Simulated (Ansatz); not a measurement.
Consider the redistribution: `O[SiH2]N[Si](O)(Cl)Cl` + `O[SiH2]O` → `O[SiH](Cl)Cl` + `O[SiH2]N[SiH](O)O`.

Gas-phase electronic energies from Ansatz, PBE0-D4/def2-TZVP geometries. CBS: MP2 limit from def2 TZ/QZ plus the TZ coupled-cluster correction, frozen cores. This one scheme is used for every species. Functionals use def2-TZVPP. Each species was taken in one conformer, which may not be the lowest.

Problem. Is it downhill or uphill in electronic energy at CCSD(T)/CBS, and by how much? (Best estimate.)

Solution. The calculation gave: Downhill: ΔE = -7.6 kJ/mol.

Problem. What do these levels give: r2SCAN-D4, PBE0-D4, B2PLYP, PBE, PBE0, HF/def2-TZVPP, SCS-MP2/def2-TZVPP, CCSD/def2-TZVPP, MP2/def2-QZVPP, SCS-MP2/def2-QZVPP, HF/CBS(def2), CCSD/CBS(def2)? (Estimate.)

Solution. Ansatz gave: r2SCAN-D4 -9.1, PBE0-D4 -7.4, B2PLYP -9.3, PBE -10.9, PBE0 -10.1, HF/def2-TZVPP -10.3, SCS-MP2/def2-TZVPP -7.0, CCSD/def2-TZVPP -8.1, MP2/def2-QZVPP -6.3, SCS-MP2/def2-QZVPP -7.2, HF/CBS(def2) -10.6, CCSD/CBS(def2) -8.2 kJ/mol.

Largest T1 diagnostic among the species: 0.012.

The D4 term adds +4.5 kJ/mol with B3LYP and +2.7 kJ/mol with PBE0; it sums over pairs of atoms, weighted by their polarisabilities, and B3LYP, whose exchange is more repulsive, gets the larger term.

B3LYP here is the variant with VWN-RPA as its local correlation; programs differ in this.
